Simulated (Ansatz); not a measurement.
H3B2, SMILES `[BH-]B` (lower singlet) (charge -1, multiplicity 1). This singlet lies 0.78 eV below the relaxed triplet at the level frozen-core CCSD(T)/aug-cc-pVTZ // PBE0-D3(BJ)/def2-TZVPD (Ansatz, an electronic-structure program).

These are frozen-core fic-MRCISD+Q@CASSCF(2e,2o)/aug-cc-pVTZ // PBE0-D3(BJ)/def2-TZVPD in Ansatz values and carry that method's errors.

Ansatz 0.2 input:
```yaml
crystal:
  periodic: [false, false, false]
  atoms:
    - { symbol: B, position_ang: [0.927462, -0.092931, -0.02457] }
    - { symbol: B, position_ang: [-0.589454, 0.058668, 0.016008] }
    - { symbol: H, position_ang: [2.117943, -0.211547, -0.056622] }
    - { symbol: H, position_ang: [-1.121737, 1.143035, 0.173386] }
    - { symbol: H, position_ang: [-1.334214, -0.897225, -0.108204] }
basis:
  gaussian: { orbitals: aug-cc-pVTZ }
correlation:
  method: fic_mrcisd_q
  active_space: { window: { electrons: 2, orbitals: 2 } }
total_charge: -1
```

Output:

```
Functional definition: HF
909 factors; integrals over basis functions are off by at most 1.2e-3 eV
mean field evaluation 1: about -1387.1680 eV, gradient 1.6e1 eV
mean field evaluation 2: about -1387.1685 eV, gradient 1.6e1 eV
mean field evaluation 4: about -1388.5448 eV, gradient 2.2e0 eV
mean field evaluation 8: about -1388.5872 eV, gradient 8.6e-4 eV
mean field evaluation 16: about -1388.4982 eV, gradient 4.2e0 eV
mean field -1388.58722932 eV, -51.0296394592 hartree, gradient 2.7e-6 eV, S^2 0.000000; 1 other end points of the search recorded, 0 dependent functions left out
reference -1388.58722932 eV, -51.0296394592 hartree; 7, 7 occupied and 154, 154 virtual orbitals, 909 factors
state -1388.96603816 eV, -51.0435604273 hartree
contracted CI cycle   1: correlation 0.00000000 eV, 0.0000000000 hartree, residual 2.23e1 eV
contracted CI cycle   2: correlation -6.04344482 eV, -0.2220925006 hartree, residual 3.34e0 eV
contracted CI cycle   3: correlation -6.20405165 eV, -0.2279946928 hartree, residual 9.03e-1 eV
contracted CI cycle   4: correlation -6.21565801 eV, -0.2284212186 hartree, residual 2.56e-1 eV
contracted CI cycle   5: correlation -6.21687808 eV, -0.2284660556 hartree, residual 9.37e-2 eV
contracted CI cycle   6: correlation -6.21703044 eV, -0.2284716546 hartree, residual 3.33e-2 eV
contracted CI cycle   7: correlation -6.21705070 eV, -0.2284723993 hartree, residual 1.29e-2 eV
contracted CI cycle   8: correlation -6.21705415 eV, -0.2284725259 hartree, residual 5.67e-3 eV
contracted CI cycle   9: correlation -6.21705479 eV, -0.2284725493 hartree, residual 2.17e-3 eV
contracted CI cycle  10: correlation -6.21705487 eV, -0.2284725524 hartree, residual 7.37e-4 eV
state -1388.96603816 eV, -51.0435604273 hartree; corrected -1395.86021804 eV, -51.2969168649 hartree
Total energy: -1395.86021804 eV, -51.2969168649 hartree
```
